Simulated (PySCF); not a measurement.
## Field gradients at the hydrogen positions

Species: C6H15OP.
Structure used (PBE0-D3(BJ)/def2-SVP), in Å, numbered top down from 1:
```
atom  x, y, z in Å
C1     2.8991   -0.0959    1.2790
C2     2.6793    0.1981   -0.1978
C3     1.2418   -0.0171   -0.6680
P4     0.0207    1.1337    0.1437
C5    -1.4768    0.8396   -0.9384
C6    -1.9223   -0.6199   -0.9018
O7    -1.8246   -1.2185    0.3597
C8    -2.7202   -0.7249    1.3107
H9     2.6408   -1.1405    1.5161
H10    3.9488    0.0655    1.5672
H11    2.2713    0.5465    1.9161
H12    2.9872    1.2350   -0.4218
H13    3.3424   -0.4451   -0.8017
H14    0.9135   -1.0373   -0.4049
H15    1.1790    0.0748   -1.7652
H16    0.4478    2.3281   -0.5210
H17   -2.2711    1.5088   -0.5679
H18   -1.2817    1.1263   -1.9842
H19   -1.2769   -1.2183   -1.5628
H20   -2.9572   -0.7062   -1.2940
H21   -2.6267   -1.3502    2.2095
H22   -3.7672   -0.7794    0.9519
H23   -2.4986    0.3202    1.5970
```

Level: PBE0/pcSseg-1 (PySCF, non-relativistic); Q(2H) = 0.00286 b; rigid geometry, the same for H and D, with no vibrational averaging.

Task: Rank these positions by the coupling χzz of a deuteron there, largest first.
A. H16 (P–H hydrogen)
B. H19 (methylene hydrogen)
C. H21 (methyl hydrogen)
D. H20 (methylene hydrogen)

Result: C (194 kHz), B (189 kHz), D (180 kHz), A (112 kHz).

Task: Give the electric field gradient Vzz (the principal value of largest size), its asymmetry and the 2H coupling at each hydrogen.

Result: 
| atom | bonded to | bond length (Å) | Vzz (au) | η | χzz (kHz) |
| --- | --- | --- | --- | --- | --- |
| H9 | C1 | 1.102 | 0.2902 | 0.03 | 195 |
| H10 | C1 | 1.100 | 0.2940 | 0.02 | 198 |
| H11 | C1 | 1.101 | 0.2873 | 0.03 | 193 |
| H12 | C2 | 1.105 | 0.2820 | 0.02 | 190 |
| H13 | C2 | 1.104 | 0.2846 | 0.02 | 191 |
| H14 | C3 | 1.104 | 0.2829 | 0.03 | 190 |
| H15 | C3 | 1.103 | 0.2897 | 0.03 | 195 |
| H16 | P4 | 1.432 | 0.1669 | 0.10 | 112 |
| H17 | C5 | 1.103 | 0.2882 | 0.02 | 194 |
| H18 | C5 | 1.102 | 0.2910 | 0.03 | 196 |
| H19 | C6 | 1.101 | 0.2810 | 0.06 | 189 |
| H20 | C6 | 1.110 | 0.2682 | 0.07 | 180 |
| H21 | C8 | 1.099 | 0.2885 | 0.07 | 194 |
| H22 | C8 | 1.108 | 0.2720 | 0.09 | 183 |
| H23 | C8 | 1.106 | 0.2720 | 0.09 | 183 |

Task: Average by the element that carries the hydrogen.

Result: on C: 191 kHz over 14 positions, mean bond length 1.103 Å; on P: 112 kHz over 1 position, mean bond length 1.432 Å.

Task: How does χzz go with the bond length over the 14 C–H bonds?

Result: A straight-line fit has a slope of -15.0 kHz for each 0.01 Å, with a correlation coefficient of -0.86, over lengths from 1.099 to 1.110 Å. The longer bonds have the smaller couplings here.

The structure is a single PBE0-D3(BJ)/def2-SVP conformer in the gas phase; no vibrational or solvent corrections. With so small a basis the couplings can be 20 % off.

These values come from a run that also computed NMR shieldings. Hardware: Arm Neoverse V2, one thread, shared host with 96 logical CPUs at a one-minute load of 27. Cost: 42 s (grids of density and orbitals included), 1.0 GiB resident at most.
